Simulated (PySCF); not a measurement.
C6H10N2.
Atom-mapped SMILES: `[CH3:1][CH2:2][CH2:3]/[N:4]=[C:5](/[CH3:6])[C:7]#[N:8]` (hydrogens: H9, H10, H11 on C1; H12, H13 on C2; H14, H15 on C3; H16, H17, H18 on C6)

Computed by this run: PBE0-D3(BJ)/def2-SVP geometry optimisation, gas phase (PySCF); density fitting, grid level 1; the optimiser is geomeTRIC in internal coordinates, started from a GFN2-xTB structure.

Step 0: E = -9346.4807 eV
```
atom  x, y, z in Å  |  force x, y, z in eV/Å
C1      2.9529   -0.1357   -0.1009   -0.578  -0.285  -0.151
C2      1.5570   -0.5828   -0.5105    0.246   0.739   0.177
C3      0.5741    0.5931   -0.5172    0.013  -0.575   0.006
N4     -0.6873    0.1451   -1.0166    0.231   0.029  -0.287
C5     -1.7396    0.1562   -0.3175   -0.529  -0.332  -0.633
C6     -3.0320   -0.3458   -0.8796    0.220   0.085   0.137
C7     -1.8210    0.6301    1.0352    0.364  -0.194  -0.767
N8     -1.8834    1.0025    2.1179   -0.131   0.524   1.534
H9      2.9364    0.3054    0.8935    0.086   0.197   0.415
H10     3.3384    0.6046   -0.7983    0.235   0.321  -0.262
H11     3.6317   -0.9848   -0.0888    0.353  -0.281   0.032
H12     1.1922   -1.3418    0.1855   -0.163  -0.273   0.141
H13     1.5778   -1.0241   -1.5084   -0.071  -0.204  -0.286
H14     0.9375    1.3505   -1.2198    0.156   0.248  -0.100
H15     0.5146    1.0389    0.4878    0.026   0.154   0.190
H16    -3.4091   -1.1677   -0.2717   -0.211  -0.295   0.205
H17    -2.8713   -0.6860   -1.8984    0.082  -0.108  -0.353
H18    -3.7777    0.4486   -0.8685   -0.330   0.250   0.002
```

Q: Estimate the geometry and energy of step 1. (The exact step hangs on the optimiser's Hessian estimate; all steps are aligned on step 0, rigid shifts and turns removed.)

A: E = -9346.5428 eV, largest force 0.219 eV/Å
```
atom  x, y, z in Å  |  force x, y, z in eV/Å
C1      2.9610   -0.1246   -0.0886    0.081   0.041   0.018
C2      1.5740   -0.5752   -0.5038   -0.107  -0.130  -0.038
C3      0.5624    0.5652   -0.5220    0.067   0.122  -0.010
N4     -0.6960    0.1196   -1.0513   -0.038  -0.059  -0.038
C5     -1.7565    0.1398   -0.3527    0.169   0.080   0.114
C6     -3.0679   -0.3391   -0.8832   -0.099  -0.037  -0.052
C7     -1.7711    0.6317    1.0236   -0.094  -0.040  -0.042
N8     -1.8139    1.0084    2.1185    0.016   0.021   0.037
H9      2.9575    0.3220    0.9194   -0.002  -0.010  -0.026
H10     3.3628    0.6304   -0.7849   -0.010  -0.021   0.027
H11     3.6653   -0.9705   -0.0739   -0.019   0.027   0.002
H12     1.2054   -1.3570    0.1846    0.024   0.028  -0.038
H13     1.5951   -1.0340   -1.5074    0.010   0.013   0.047
H14     0.9367    1.3537   -1.2016   -0.026  -0.027   0.035
H15     0.4814    1.0144    0.4893   -0.006  -0.017  -0.039
H16    -3.4603   -1.1643   -0.2671    0.016   0.017  -0.012
H17    -2.9267   -0.6829   -1.9158   -0.008   0.005   0.018
H18    -3.8177    0.4684   -0.8593    0.024  -0.014  -0.003
```

The energy changes by -0.0621 eV. The first-order estimate −F·Δx gives -0.1366 eV and the mean of the old and new forces, exact on a quadratic surface, -0.0619 eV. The step makes an angle of 73° with the force vector and moves no atom by more than 0.070 Å.

The cost below is that of the whole optimisation. Time: 41 s wall; peak memory 0.80 GiB. Hardware: one thread of an Arm Neoverse V1, no GPU, shared host with 64 logical CPUs at a one-minute load of 24.
